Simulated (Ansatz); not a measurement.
Level of theory: Ansatz (a quantum-chemistry and plane-wave program) with r2SCAN-D4/def2-SVP. No frequencies were computed at this level.

Ansatz 0.2 input:
```yaml
crystal:
  periodic: [false, false, false]
  atoms:
    - { symbol: Ta, position_ang: [0.079999, 0.043569, 0.036217] }
    - { symbol: N, position_ang: [-1.21458, 1.512994, -0.392643] }
    - { symbol: H, position_ang: [-0.980747, 2.395964, -0.837847] }
    - { symbol: H, position_ang: [-2.17337, 1.614065, -0.071974] }
    - { symbol: N, position_ang: [-1.474226, -1.096606, 0.590498] }
    - { symbol: H, position_ang: [-1.512211, -1.768865, 1.350565] }
    - { symbol: H, position_ang: [-2.434183, -0.983875, 0.278191] }
    - { symbol: N, position_ang: [1.548707, 1.40842, 0.065316] }
    - { symbol: H, position_ang: [1.464015, 2.414498, 0.173711] }
    - { symbol: H, position_ang: [2.540479, 1.206982, 0.152898] }
    - { symbol: N, position_ang: [1.288578, -1.206874, 1.035222] }
    - { symbol: H, position_ang: [2.11617, -0.974513, 1.57583] }
    - { symbol: H, position_ang: [1.089421, -2.18031, 1.246705] }
    - { symbol: C, position_ang: [0.380212, -0.769709, -2.083784] }
    - { symbol: H, position_ang: [0.997293, -1.665418, -2.070577] }
    - { symbol: H, position_ang: [0.869093, -0.028499, -2.712325] }
    - { symbol: H, position_ang: [-0.576434, -1.02169, -2.536342] }
basis:
  gaussian: { orbitals: def2-svp }
hamiltonian:
  xc: r2scan
  dispersion: d4
relax:
  max_steps: 150
```

Output:

```
Functional definition: r2SCAN
1788 factors; their error is unknown
mean field evaluation 1: about -8690.4975 eV, gradient 1.2e2 eV
mean field evaluation 2: about -8537.2923 eV, gradient 2.6e2 eV
mean field evaluation 4: about -8722.0001 eV, gradient 1.4e1 eV
mean field evaluation 8: about -8722.4839 eV, gradient 8.8e-2 eV
mean field evaluation 16: about -8722.3985 eV, gradient 5.5e-4 eV
mean field -8722.39846638 eV, -320.5422313854 hartree, gradient 2.1e-5 eV, S^2 0.000000; 0 other end points of the search recorded, 0 dependent functions left out
reference -8722.39848701 eV, -320.5422321435 hartree; 29, 29 occupied and 128, 128 virtual orbitals, 1788 factors
relax step   1: F+E_penalty+E_count = -8722.49624370 eV  Δ(F+E_penalty+E_count) = +0.000e0 eV  max|allowed force component| = 2.731e0 eV/Å  Δτ_max = 0.0000 Å  (30 SCF iters, accepted)
these checks for a lower state are left out or cut short: starts, cluster_reference, orbital_swaps, neighbouring_geometries, increment
1788 factors; their error is unknown
mean field -8722.54061716 eV, -320.5474553301 hartree, gradient 2.6e-5 eV, S^2 0.000000; 0 other end points of the search recorded, 0 dependent functions left out
reference -8722.54063970 eV, -320.5474561585 hartree; 29, 29 occupied and 128, 128 virtual orbitals, 1788 factors
relax step   2: F+E_penalty+E_count = -8722.63773336 eV  Δ(F+E_penalty+E_count) = -1.415e-1 eV  max|allowed force component| = 1.873e0 eV/Å  Δτ_max = 0.1949 Å  (41 SCF iters, accepted)
these checks for a lower state are left out or cut short: starts, cluster_reference, orbital_swaps, neighbouring_geometries, increment
1788 factors; their error is unknown
mean field evaluation 32: about -8722.6138 eV, gradient 3.3e-1 eV
mean field -8722.61404938 eV, -320.5501539145 hartree, gradient 2.4e-5 eV, S^2 0.000000; 0 other end points of the search recorded, 0 dependent functions left out
reference -8722.61407070 eV, -320.5501546981 hartree; 29, 29 occupied and 128, 128 virtual orbitals, 1788 factors
relax step   3: F+E_penalty+E_count = -8722.71101482 eV  Δ(F+E_penalty+E_count) = -7.328e-2 eV  max|allowed force component| = 1.155e0 eV/Å  Δτ_max = 0.1923 Å  (35 SCF iters, accepted)
these checks for a lower state are left out or cut short: starts, cluster_reference, orbital_swaps, neighbouring_geometries, increment
1788 factors; their error is unknown
mean field -8722.65371531 eV, -320.5516116105 hartree, gradient 8.4e-6 eV, S^2 0.000000; 0 other end points of the search recorded, 0 dependent functions left out
reference -8722.65373663 eV, -320.5516123940 hartree; 29, 29 occupied and 128, 128 virtual orbitals, 1788 factors
relax step   4: F+E_penalty+E_count = -8722.74992787 eV  Δ(F+E_penalty+E_count) = -3.891e-2 eV  max|allowed force component| = 5.751e-1 eV/Å  Δτ_max = 0.2000 Å  (38 SCF iters, accepted)
these checks for a lower state are left out or cut short: starts, cluster_reference, orbital_swaps, neighbouring_geometries, increment
1788 factors; their error is unknown
mean field -8722.69125529 eV, -320.5529911795 hartree, gradient 2.7e-5 eV, S^2 0.000000; 0 other end points of the search recorded, 0 dependent functions left out
reference -8722.69127740 eV, -320.5529919921 hartree; 29, 29 occupied and 128, 128 virtual orbitals, 1788 factors
relax step   5: F+E_penalty+E_count = -8722.78819669 eV  Δ(F+E_penalty+E_count) = -3.827e-2 eV  max|allowed force component| = 4.631e-1 eV/Å  Δτ_max = 0.1170 Å  (37 SCF iters, accepted)
these checks for a lower state are left out or cut short: starts, cluster_reference, orbital_swaps, neighbouring_geometries, increment
1788 factors; their error is unknown
mean field -8722.71394157 eV, -320.5538248847 hartree, gradient 1.5e-5 eV, S^2 0.000000; 0 other end points of the search recorded, 0 dependent functions left out
reference -8722.71396358 eV, -320.5538256937 hartree; 29, 29 occupied and 128, 128 virtual orbitals, 1788 factors
relax step   6: F+E_penalty+E_count = -8722.81164397 eV  Δ(F+E_penalty+E_count) = -2.345e-2 eV  max|allowed force component| = 2.604e-1 eV/Å  Δτ_max = 0.0380 Å  (31 SCF iters, accepted)
these checks for a lower state are left out or cut short: starts, cluster_reference, orbital_swaps, neighbouring_geometries, increment
1788 factors; their error is unknown
mean field evaluation 64: about -8722.7300 eV, gradient 2.1e-3 eV
mean field -8722.72997341 eV, -320.5544140441 hartree, gradient 1.5e-5 eV, S^2 0.000000; 0 other end points of the search recorded, 0 dependent functions left out
reference -8722.72999511 eV, -320.5544148417 hartree; 29, 29 occupied and 128, 128 virtual orbitals, 1788 factors
relax step   7: F+E_penalty+E_count = -8722.82719107 eV  Δ(F+E_penalty+E_count) = -1.555e-2 eV  max|allowed force component| = 1.525e-1 eV/Å  Δτ_max = 0.0740 Å  (31 SCF iters, accepted)
these checks for a lower state are left out or cut short: starts, cluster_reference, orbital_swaps, neighbouring_geometries, increment
1788 factors; their error is unknown
mean field -8722.73085340 eV, -320.5544463830 hartree, gradient 2.4e-5 eV, S^2 0.000000; 0 other end points of the search recorded, 0 dependent functions left out
reference -8722.73087508 eV, -320.5544471800 hartree; 29, 29 occupied and 128, 128 virtual orbitals, 1788 factors
relax step   8: F+E_penalty+E_count = -8722.82809827 eV  Δ(F+E_penalty+E_count) = -9.072e-4 eV  max|allowed force component| = 5.407e-2 eV/Å  Δτ_max = 0.0130 Å  (32 SCF iters, accepted)
these checks for a lower state are left out or cut short: starts, cluster_reference, orbital_swaps, neighbouring_geometries, increment
1788 factors; their error is unknown
mean field -8722.73099208 eV, -320.5544514797 hartree, gradient 2.4e-5 eV, S^2 0.000000; 0 other end points of the search recorded, 0 dependent functions left out
reference -8722.73101376 eV, -320.5544522764 hartree; 29, 29 occupied and 128, 128 virtual orbitals, 1788 factors
relax step   9: F+E_penalty+E_count = -8722.82826154 eV  Δ(F+E_penalty+E_count) = -1.633e-4 eV  max|allowed force component| = 9.332e-3 eV/Å  Δτ_max = 0.0121 Å  (32 SCF iters, accepted)
1788 factors; their error is unknown
mean field evaluation 96: about -8722.7310 eV, gradient 9.8e-3 eV
mean field -8722.73099208 eV, -320.5544514797 hartree, gradient 2.6e-5 eV, S^2 0.000000; 1 other end points of the search recorded, 0 dependent functions left out
reference -8722.73101376 eV, -320.5544522764 hartree; 29, 29 occupied and 128, 128 virtual orbitals, 1788 factors
Total energy: -8722.82828322 eV, -320.5580268629 hartree
Atom 0 at     0.114648    -0.034409    -0.170249 Å, force     0.006034     0.002521     0.000378 eV/Å
Atom 1 at    -1.201596     1.490824    -0.383775 Å, force     0.001531     0.003835    -0.004550 eV/Å
Atom 2 at    -0.940994     2.371809    -0.829627 Å, force    -0.000637    -0.001635     0.004289 eV/Å
Atom 3 at    -2.069090     1.633432     0.129220 Å, force     0.003867    -0.000132     0.001164 eV/Å
Atom 4 at    -1.435280    -1.099537     0.581784 Å, force    -0.006884    -0.005586    -0.000914 eV/Å
Atom 5 at    -1.479758    -1.572931     1.481708 Å, force     0.001428     0.004053    -0.001240 eV/Å
Atom 6 at    -2.385836    -1.000665     0.221422 Å, force    -0.000138     0.000420     0.001068 eV/Å
Atom 7 at     1.520296     1.406427     0.071235 Å, force    -0.003137    -0.009332    -0.001759 eV/Å
Atom 8 at     1.376826     2.362474     0.389279 Å, force    -0.001551     0.004192    -0.001378 eV/Å
Atom 9 at     2.512025     1.180522     0.160718 Å, force    -0.000656     0.004155     0.001043 eV/Å
Atom 10 at     1.295291    -1.165798     1.027354 Å, force    -0.002481    -0.003117    -0.002051 eV/Å
Atom 11 at     1.955000    -0.840204     1.730573 Å, force     0.002345    -0.000539    -0.000529 eV/Å
Atom 12 at     1.101071    -2.153844     1.198019 Å, force     0.002726     0.001046     0.002405 eV/Å
Atom 13 at     0.381148    -0.812691    -2.178194 Å, force    -0.008314    -0.000082     0.002870 eV/Å
Atom 14 at     1.031458    -1.704221    -2.182644 Å, force     0.002784    -0.002221     0.002816 eV/Å
Atom 15 at     0.829858    -0.058211    -2.846881 Å, force     0.000635     0.003498     0.001657 eV/Å
Atom 16 at    -0.596849    -1.102843    -2.600283 Å, force     0.002449    -0.001077    -0.005271 eV/Å
Dipole moment:    -0.073134     0.145557     0.403649 e Å
```

Cost: roughly 2.0 core-minutes.
